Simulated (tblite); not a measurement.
Species: C₆H₁₆OSSi.
Structure used (GFN2-xTB), in Å, numbered top down from 1:
```xyz
25
C6H16OSSi angstrom
C     -2.144    1.784   -0.733
C     -2.048    0.910    0.512
C     -1.109   -0.297    0.343
C     -1.557   -1.214   -0.795
C     -1.044   -1.083    1.651
O      0.161    0.225    0.023
Si     1.639   -0.358    0.160
S      2.760    1.075   -0.946
C      4.408    0.373   -0.651
H     -2.683    1.277   -1.530
H     -2.670    2.706   -0.499
H     -1.147    2.033   -1.087
H     -3.038    0.549    0.795
H     -1.658    1.513    1.336
H     -1.447   -0.703   -1.747
H     -0.937   -2.107   -0.813
H     -2.595   -1.506   -0.662
H     -0.659   -0.449    2.446
H     -2.033   -1.437    1.928
H     -0.380   -1.936    1.540
H      2.135   -0.388    1.538
H      1.842   -1.679   -0.440
H      4.629    0.392    0.411
H      4.445   -0.645   -1.024
H      5.119    0.990   -1.189
```

Calculated harmonic vibrations of the isolated species, GFN2-xTB (tblite), most abundant isotopes, no scaling. The method is semi-empirical: single wavenumbers can be off by several per cent or more. Modes of hydrogen on silicon can be 10 to 20 % off. One conformer, not necessarily the lowest.

Harmonic wavenumbers (cm⁻¹): 29.2, 49.2, 60.7, 71.7, 99.5, 123.1, 170.2, 180.5, 192.3, 233.3, 243.1, 269.1, 312.8, 355.6, 416.0, 444.2, 507.4, 524.7, 552.6, 617.3, 710.5, 734.6, 770.6, 806.0, 824.5, 865.1, 948.6, 948.7, 952.0, 961.4, 1000.8, 1033.6, 1060.9, 1096.8, 1115.5, 1197.7, 1204.0, 1235.8, 1278.2, 1325.3, 1341.4, 1390.8, 1406.0, 1411.4, 1460.4, 1464.5, 1469.7, 1479.6, 1487.3, 1488.4, 1500.7, 1500.9, 1513.1, 2203.6, 2255.3, 2976.6, 2985.9, 3032.2, 3033.1, 3034.1, 3036.7, 3038.9, 3041.4, 3042.8, 3043.6, 3047.4, 3050.2, 3059.5, 3062.0.

A = 2100, B = 585.6, C = 515.6 MHz; mass 164.069 u (most abundant isotopes); point group C1, symmetry number 1.

Problem. Zero-point energy?

Solution. ½Σν̃ = 45690 cm⁻¹ = 546.57 kJ/mol.

Problem. Entropy at 298.15 K, 1 bar (ideal gas, RRHO, classical rotation)?

Solution. Translation 172.46, rotation 128.06, vibration 196.33: S = 496.8 J/(mol K).

Problem. And Cp and H(298.15 K) − H(0)?

Solution. Cp = 211.89 J/(mol K), of which vibrations give 178.63 (their classical limit is 69 R = 573.7); H(298.15 K) − H(0) = 38.93 kJ/mol without the zero-point energy, 29.01 from vibrations.

Problem. How do the functions run with temperature in this model?

Solution. 
| T (K) | S (J/(mol K)) | Cp (J/(mol K)) | H − H(0) (kJ/mol) | G − H(0) (kJ/mol) | ln q(vib) |
| --- | --- | --- | --- | --- | --- |
| 150 | 380.6 | 135.6 | 13.22 | -43.87 | 5.78 |
| 250 | 461.8 | 186.7 | 29.33 | -86.12 | 9.99 |
| 400 | 566.4 | 263.4 | 63.17 | -163.40 | 15.81 |
| 600 | 689.7 | 345.8 | 124.55 | -289.28 | 23.05 |
| 900 | 846.9 | 428.5 | 241.65 | -520.52 | 33.00 |

q(vib) and H(0) count from the zero-point level.

Problem. Which modes carry the vibrational entropy at 298.15 K?

Solution. 29.2 cm⁻¹: 24.61; 49.2 cm⁻¹: 20.29; 60.7 cm⁻¹: 18.55; 71.7 cm⁻¹: 17.18; 99.5 cm⁻¹: 14.49; 123.1 cm⁻¹: 12.77 J/(mol K); the other 63 give 88.43 together.

Hindered rotation and anharmonicity are outside this model. Other conformers, if any are populated, would add a mixing term that is left out. The structure is chiral; the term R ln 2 for an equal mix with its mirror image is left out.
